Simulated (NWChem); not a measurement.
System: AgH₃SO; SMILES [OH2]->[Ag][SH]

NWChem input:

```
start job
memory heap 200 mb stack 900 mb global 1100 mb
geometry units angstroms noautoz
  Ag    -0.053084    -0.317371     0.008149
  S      0.158006     1.977192     0.025390
  H     -1.187054     2.190050    -0.072836
  O     -0.154667    -2.555512    -0.004585
  H      0.274238    -2.927198     0.790409
  H      0.354258    -2.921148    -0.753850
end
basis spherical
  Ag library def2-svp
  S library def2-svp
  H library def2-svp
  O library def2-svp
end
ecp
  Ag library def2-ecp
end
dft
  xc optx lyp
  iterations 150
  mulliken
end
task dft energy
```

Parts of the log:

```
             Northwest Computational Chemistry Package (NWChem) 7.3.0
             --------------------------------------------------------

 C1  symmetry detected

                             Geometry "geometry" -> ""
                             -------------------------

 Output coordinates in angstroms (scale by  1.889725989 to convert to a.u.)

  No.       Tag          Charge          X              Y              Z
 ---- ---------------- ---------- -------------- -------------- --------------
    1 Ag                  47.0000    -0.01802139    -0.21881089     0.00114996
    2 S                   16.0000     0.07508040     2.08362243    -0.00175788
    3 H                    1.0000    -1.28267539     2.22662065     0.01216985
    4 O                    8.0000    -0.00467858    -2.45925173    -0.00063448
    5 H                    1.0000     0.50743961    -2.80414383     0.75627360
    6 H                    1.0000     0.45838332    -2.80231014    -0.78928966

 Effective nuclear repulsion energy (a.u.)     323.2626254116

                                 NWChem DFT Module
                                 -----------------

 Summary of "ao basis" -> "ao basis" (spherical)
 ------------------------------------------------------------------------------
       Tag                 Description            Shells   Functions and Types
 ---------------- ------------------------------  ------  ---------------------
 Ag                         def2-svp                11       31   5s3p2d1f
 S                          def2-svp                 8       18   4s3p1d
 H                          def2-svp                 3        5   2s1p
 O                          def2-svp                 6       14   3s2p1d

            General Information
            -------------------
          SCF calculation type: DFT
          Wavefunction type:  closed shell.
          No. of atoms     :     6
          No. of electrons :    46
           Alpha electrons :    23
            Beta electrons :    23
          Charge           :     0
          Spin multiplicity:     1
          Use of symmetry is: off; symmetry adaption is: off
          Maximum number of iterations: 150
          AO basis - number of functions:    78
                     number of shells:    34
          Convergence on energy requested:  1.00D-06
          Convergence on density requested:  1.00D-05
          Convergence on gradient requested:  5.00D-04

              XC Information
              --------------
                        Slater Exchange Functional  1.052 local
                      OPTX     Exchange Functional  1.432 non-local
              Lee-Yang-Parr Correlation Functional  1.000

             Grid Information
             ----------------
          Grid used for XC integration:  medium
          Radial quadrature: Mura-Knowles
          Angular quadrature: Lebedev.
          Tag              B.-S. Rad. Rad. Pts. Rad. Cut. Ang. Pts.
          ---              ---------- --------- --------- ---------
          Ag                  1.60      123           9.0       590
          S                   1.00       88          12.0       590
          H                   0.35       45          13.0       434
          O                   0.60       49          12.0       434
          Grid pruning is: on
          Number of quadrature shells:   395
          Spatial weights used:  Erf1

      Superposition of Atomic Density Guess
      -------------------------------------

 Sum of atomic energies:        -641.19284933

      Non-variational initial energy
      ------------------------------

 Total energy =    -619.786606
 1-e energy   =   -1213.657286
 2-e energy   =     442.578209
 HOMO         =      -0.310593
 LUMO         =      -0.089111

     ---------------------------------------------
      Total Density - Mulliken Population Analysis
     ---------------------------------------------

    Atom       Charge   Shell Charges
 -----------   ------   -------------------------------------------------------
    1 Ag  19    18.95  -0.49  1.67  0.82  0.66  0.13  5.98  0.13  0.08  9.33  0.64  0.00
    2 S   16    16.47   2.00  1.99  1.21  0.63  5.94  1.78  2.89  0.03
    3 H    1     0.79   0.57  0.19  0.03
    4 O    8     8.51   1.99  1.08  0.60  2.97  1.86  0.00
    5 H    1     0.65   0.52  0.07  0.06
    6 H    1     0.65   0.52  0.07  0.06

   convergence    iter        energy       DeltaE   RMS-Dens  Diis-err
 ---------------- ----- ----------------- --------- --------- ---------
 d= 0,ls=0.0,diis     1   -622.0925265528 -7.73D+02  2.85D-02  6.95D-01
 d= 0,ls=0.0,diis     2   -621.6921545242  4.00D-01  2.30D-02  4.35D+00
 d= 0,ls=0.0,diis     3   -622.1896730914 -4.98D-01  4.24D-03  4.92D-02
 d= 0,ls=0.0,diis     4   -622.1912982127 -1.63D-03  2.25D-03  3.75D-02
 d= 0,ls=0.0,diis     5   -622.1960389961 -4.74D-03  4.99D-04  1.13D-03
  Resetting Diis
 d= 0,ls=0.0,diis     6   -622.1961924209 -1.53D-04  1.67D-04  1.12D-04
 d= 0,ls=0.0,diis     7   -622.1962075095 -1.51D-05  1.40D-04  1.37D-05
 d= 0,ls=0.0,diis     8   -622.1962007619  6.75D-06  9.38D-05  5.77D-05
 d= 0,ls=0.0,diis     9   -622.1962096475 -8.89D-06  7.27D-06  3.91D-07
 d= 0,ls=0.0,diis    10   -622.1962096899 -4.25D-08  2.11D-06  2.60D-08

         Total DFT energy =     -622.196209689916
      One electron energy =    -1219.030027328983
           Coulomb energy =      495.254851982466
    Exchange-Corr. energy =      -49.713505112220
 Nuclear repulsion energy =      151.292470768821

 Numeric. integr. density =       45.999988915477

                       DFT Final Molecular Orbital Analysis
                       ------------------------------------

 Vector   21  Occ=2.000000D+00  E=-2.518071D-01
              MO Center= -2.2D-02,  4.7D-01,  8.2D-04, r^2= 2.4D+00
   Bfn.  Coefficient  Atom+Function         Bfn.  Coefficient  Atom+Function
  ----- ------------  ---------------      ----- ------------  ---------------
    15      0.714629  1 Ag d -2              19     -0.259486  1 Ag d  2
    50      0.211216  3 H  s                 35     -0.201121  2 S  s
    39     -0.192813  2 S  px                42     -0.192464  2 S  px
    34     -0.162402  2 S  s                 20      0.139929  1 Ag d -2
    17     -0.131236  1 Ag d  0              51      0.127489  3 H  s

 Vector   22  Occ=2.000000D+00  E=-1.930481D-01
              MO Center=  2.3D-03,  1.0D+00, -4.7D-04, r^2= 3.0D+00
   Bfn.  Coefficient  Atom+Function         Bfn.  Coefficient  Atom+Function
  ----- ------------  ---------------      ----- ------------  ---------------
     4      0.443237  1 Ag s                 43     -0.423928  2 S  py
    19      0.340256  1 Ag d  2              40     -0.310888  2 S  py
     2     -0.290416  1 Ag s                 17      0.211662  1 Ag d  0
    37     -0.178678  2 S  py                 5      0.146827  1 Ag s
     1      0.134111  1 Ag s                  3     -0.109877  1 Ag s

 Vector   23  Occ=2.000000D+00  E=-1.576488D-01
              MO Center=  4.2D-02,  1.8D+00, -1.1D-03, r^2= 2.1D+00
   Bfn.  Coefficient  Atom+Function         Bfn.  Coefficient  Atom+Function
  ----- ------------  ---------------      ----- ------------  ---------------
    44      0.617086  2 S  pz                41      0.430171  2 S  pz
    16     -0.268238  1 Ag d -1              38      0.244954  2 S  pz
    14      0.147207  1 Ag pz                 8     -0.065156  1 Ag pz
    11      0.058841  1 Ag pz                21     -0.040433  1 Ag d -1
    75      0.025967  6 H  s                 70     -0.025278  5 H  s

 Vector   24  Occ=0.000000D+00  E=-7.476730D-02
              MO Center=  4.3D-01, -1.7D+00, -1.3D-02, r^2= 5.7D+00
   Bfn.  Coefficient  Atom+Function         Bfn.  Coefficient  Atom+Function
  ----- ------------  ---------------      ----- ------------  ---------------
    57     -0.629377  4 O  s                  5      0.580344  1 Ag s
    70      0.346838  5 H  s                 75      0.346344  6 H  s
    13     -0.335714  1 Ag py                43      0.241990  2 S  py
    56     -0.208123  4 O  s                 19     -0.188721  1 Ag d  2
     2     -0.157652  1 Ag s                 40      0.149853  2 S  py

 Vector   25  Occ=0.000000D+00  E=-9.620821D-03
              MO Center= -7.1D-01, -3.2D-01, -2.3D-03, r^2= 7.2D+00
   Bfn.  Coefficient  Atom+Function         Bfn.  Coefficient  Atom+Function
  ----- ------------  ---------------      ----- ------------  ---------------
    12      0.842159  1 Ag px                 5     -0.382216  1 Ag s
    43     -0.243890  2 S  py                 4     -0.231137  1 Ag s
    13     -0.185981  1 Ag py                70      0.179894  5 H  s
    51      0.148583  3 H  s                 75      0.147756  6 H  s
     6     -0.146757  1 Ag px                58     -0.134989  4 O  px

 Vector   26  Occ=0.000000D+00  E=-5.238958D-03
              MO Center=  1.2D-01, -7.8D-01,  2.5D-02, r^2= 8.1D+00
   Bfn.  Coefficient  Atom+Function         Bfn.  Coefficient  Atom+Function
  ----- ------------  ---------------      ----- ------------  ---------------
    14      0.823451  1 Ag pz                75     -0.421931  6 H  s
    70      0.397854  5 H  s                 44     -0.274892  2 S  pz
    63     -0.242120  4 O  pz                60     -0.195739  4 O  pz
     8     -0.138964  1 Ag pz                41     -0.123106  2 S  pz
    11      0.114817  1 Ag pz                38     -0.071773  2 S  pz

     ---------------------------------------------
      Total Density - Mulliken Population Analysis
     ---------------------------------------------

    Atom       Charge   Shell Charges
 -----------   ------   -------------------------------------------------------
    1 Ag  19    19.01  -0.50  1.72  0.78  0.63  0.16  5.98  0.16  0.18  8.88  1.01  0.00
    2 S   16    16.26   2.00  1.98  1.26  0.61  5.93  1.80  2.64  0.04
    3 H    1     0.94   0.72  0.19  0.03
    4 O    8     8.18   1.99  1.09  0.60  2.87  1.62  0.01
    5 H    1     0.81   0.68  0.06  0.07
    6 H    1     0.81   0.68  0.06  0.07

     -------------------------------------------
      Total Density - Lowdin Population Analysis
     -------------------------------------------

    Atom       Charge   Shell Charges
 -----------   ------   -------------------------------------------------------
    1 Ag  19    19.30   0.00  0.95  1.00  0.54  0.28  5.61  0.59  0.29  8.56  1.47  0.00
    2 S   16    15.97   2.00  1.95  0.98  0.66  5.81  1.88  2.64  0.05
    3 H    1     1.01   0.62  0.31  0.08
    4 O    8     7.95   1.97  0.86  0.56  2.68  1.86  0.02
    5 H    1     0.88   0.55  0.16  0.17
    6 H    1     0.88   0.55  0.16  0.17

     Multipole analysis of the density
     ---------------------------------

     L   x y z        total         alpha         beta         nuclear
     -   - - -        -----         -----         ----         -------
     0   0 0 0     -0.000000    -23.000000    -23.000000     46.000000

     1   1 0 0      0.282594     -0.335480     -0.335480      0.953554
     1   0 1 0     -2.703703     -7.140748     -7.140748     11.577793
     1   0 0 1     -0.015634      0.022607      0.022607     -0.060847

     2   2 0 0    -28.295064    -18.092496    -18.092496      7.889928
     2   1 1 0     -5.415135      2.458872      2.458872    -10.332879
     2   1 0 1      0.015425      0.000795      0.000795      0.013835
     2   0 2 0    -24.749123   -261.332671   -261.332671    497.916218
     2   0 1 1      0.137519     -0.051460     -0.051460      0.240439
     2   0 0 2    -29.668506    -16.968239    -16.968239      4.267971
```

Level: OLYP/def2-SVP with def2 effective core potentials on Ag. All runs use the structure optimised with PBE-D3(BJ)/def2-SVP. def2 effective core potentials on Ag; no spin-orbit coupling.
